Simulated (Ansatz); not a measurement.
Mulliken charges of CH6GeOSe (`C[O][GeH2][SeH]`) from ωB97M-V/def2-TZVPP in Ansatz (PBE0-D4/def2-TZVP geometry).

| atom | x (Å) | y (Å) | z (Å) | charge (e) |
| --- | --- | --- | --- | --- |
| C1 | -1.040 | -0.866 | 0.862 | -0.174 |
| O2 | 0.349 | -0.665 | 0.746 | -0.408 |
| Ge3 | 0.992 | 0.050 | -0.744 | 0.337 |
| Se4 | 0.079 | 2.184 | -1.129 | -0.255 |
| H5 | -1.234 | -1.298 | 1.846 | 0.122 |
| H6 | -1.597 | 0.075 | 0.780 | 0.116 |
| H7 | -1.419 | -1.561 | 0.101 | 0.110 |
| H8 | 0.560 | -0.793 | -1.958 | 0.024 |
| H9 | 2.503 | 0.105 | -0.509 | 0.044 |
| H10 | 0.807 | 2.769 | 0.005 | 0.085 |

By hand: the dipole of these point charges (1 e Å = 4.8032 D).

Σ q r = (0.053, -0.218, -0.159) e Å, of length 0.275 e Å = 1.32 D.

How does the dipole of the full density compare? (An estimate is asked.)

The calculation gave: (-0.018, -0.073, -0.047) e Å, 0.43 D; the point charges give 3.07 times that, at 23° from its direction.

Point charges leave out the atoms' own dipoles, such as those of lone pairs, and Mulliken's split depends on the basis, so the two needn't agree.
